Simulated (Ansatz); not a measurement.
`FB(F)Cl`, relaxed with RKS PBE-D4/def2-SVP in the Gaussian-basis code of Ansatz from a rough embedded geometry. The force threshold is 0.03 eV/Å; the program also tests the step.

Charge 0, multiplicity 1.

Start:

```xyz
4

F     0.792   -0.124   -1.293
B    -0.060    0.032   -0.098
F    -1.409    0.610   -0.182
Cl    0.677   -0.517    1.573
```

Question: By how much does the energy fall, and how many steps does the optimiser take? (Estimate.)

Answer: The calculation gave: 1.13 eV, in 4 steps.

Question: Which bonds change most? (An estimate is asked.)

Answer: Ansatz gave: B2–Cl4 from 1.906 to 1.753 Å; F1–B2 from 1.475 to 1.323 Å; B2–F3 from 1.470 to 1.323 Å.

Question: Give the relaxed structure. (Estimate.)

Answer: Computed: 
```xyz
4

F     0.687   -0.098   -1.191
B    -0.038    0.030   -0.092
F    -1.255    0.543   -0.176
Cl    0.606   -0.474    1.459
```
